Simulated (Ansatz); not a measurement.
The pair A = C2H4 (SMILES C=C) (first 6 atoms), B = CHN (SMILES C#N); geometry from B3LYP-D3(BJ)/def2-TZVP.
(charge 0, multiplicity 1):
```xyz
9

C     -0.0870     0.6368     0.2230
C     -0.2279    -0.6784     0.1258
H      0.8824     1.1136     0.1394
H     -0.9366     1.2908     0.3792
H     -1.1986    -1.1542     0.1987
H      0.6205    -1.3315    -0.0411
C      0.2838    -0.3362     3.7729
N      0.4225    -0.4363     4.9067
H      0.1544    -0.2427     2.7130
```

Frozen-core correlation. MP2 and its Hartree–Fock in aug-cc-pVQZ, aug-cc-pVTZ are density fitted.

The values were computed with Ansatz (a program for electronic structure) with Gaussian orbitals. Values without a source in brackets are computed.

The counterpoise-corrected interaction energy is E(AB) − E(A in the pair's basis) − E(B in the pair's basis). Total energies (hartree):

```csv
level,AB,A in the pair's basis,B in the pair's basis
HF/aug-cc-pVTZ,-170.9768531,-78.0648902,-92.9099427
MP2/aug-cc-pVTZ,-171.6679088,-78.4047626,-93.2592266
HF/aug-cc-pVQZ,-170.9868343,-78.0695239,-92.9152905
MP2/aug-cc-pVQZ,-171.7157934,-78.4276475,-93.2841053
MP2/aug-cc-pVDZ,-171.5143480,-78.3293255,-93.1816097
CCSD(T)/aug-cc-pVDZ,-171.5761685,-78.3696345,-93.2034573
```

Task: Work out the counterpoise-corrected interaction energy at the basis-set limit: extrapolate the MP2 correlation part as X⁻³, take Hartree–Fock from the larger set, and add the CCSD(T) − MP2 difference of aug-cc-pVDZ.

Result: 
1. Differences (1 hartree = 627.509 kcal/mol): HF/aug-cc-pVTZ -1.268; MP2/aug-cc-pVTZ -2.460; HF/aug-cc-pVQZ -1.267; MP2/aug-cc-pVQZ -2.536; MP2/aug-cc-pVDZ -2.142; CCSD(T)/aug-cc-pVDZ -1.931.
2. Correlation parts, MP2 less HF: -1.192 in aug-cc-pVTZ (X = 3), -1.268 in aug-cc-pVQZ (X = 4).
3. Limit (4³·(-1.268) − 3³·(-1.192))/(4³ − 3³) = -1.324; with HF/aug-cc-pVQZ it gives -2.591.
4. CCSD(T) less MP2 in aug-cc-pVDZ: 0.211.
Result: -2.38 kcal/mol, against -2.46 at MP2/aug-cc-pVTZ. It is an estimate of this method's limit, not of the exact value.
